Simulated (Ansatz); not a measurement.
```xyz
29

C     2.5858   -0.8013    2.0428
O     1.6394    0.1662    1.6832
Ti    0.6937    0.2539    0.1350
F     1.8303    0.1240   -1.2442
N    -0.0832   -1.4666    0.1212
C    -0.7681   -2.0280    1.2548
C    -0.3967   -2.1356   -1.1167
C     0.2532    2.5557    0.7698
C    -0.8085    1.7507    1.2413
C    -1.4724    1.2127    0.1247
C    -0.8206    1.6649   -1.0556
Si   -1.3195    1.2779   -2.8015
C     0.2446    2.5053   -0.6307
H     2.2518   -1.8106    1.7710
H     3.5429   -0.6150    1.5430
H     2.7497   -0.7642    3.1249
H    -1.8618   -1.9382    1.1616
H    -0.4644   -1.5262    2.1758
H    -0.5386   -3.0975    1.3585
H    -1.4682   -2.0731   -1.3594
H    -0.1347   -3.2007   -1.0549
H     0.1684   -1.7026   -1.9444
H     0.9810    3.0620    1.3860
H    -1.0371    1.5512    2.2779
H    -2.3240    0.5480    0.1536
H    -0.1483    0.8777   -3.6225
H    -1.9528    2.4657   -3.4351
H    -2.3108    0.1699   -2.7784
H     0.9690    2.9734   -1.2818
```

The species carries charge 0 and has multiplicity 1.

(1) List the CAM-B3LYP/def2-TZVPP orbital energies in eV (Ansatz 0.2.0). (An estimate is asked.)

## Answers

(1) Computed: Occupied: -4870.67, -1800.82, -672.29, -544.95, -522.10, -455.55, -455.47, -455.46, -391.20, -279.84, -279.48, -279.40, -279.28, -279.18, -279.14, -279.12, -278.91, -145.42, -100.74, -100.73, -100.73, -67.95, -43.95, -43.66, -43.60, -32.31, -28.85, -26.65, -26.49, -21.85, -21.76, -21.59, -20.12, -18.64, -17.52, -17.09, -16.86, -15.20, -14.85, -14.53, -14.29, -14.23, -13.89, -13.75, -13.39, -12.96, -12.87, -12.75, -12.65, -12.61, -12.51, -12.40, -11.92, -11.17, -11.03, -10.95, -10.68, -10.05, -9.64, -8.87, -8.25, -7.63. Lowest empty: -0.46, 0.05, 0.08, 1.03, 1.17, 1.47, 1.85, 2.04.
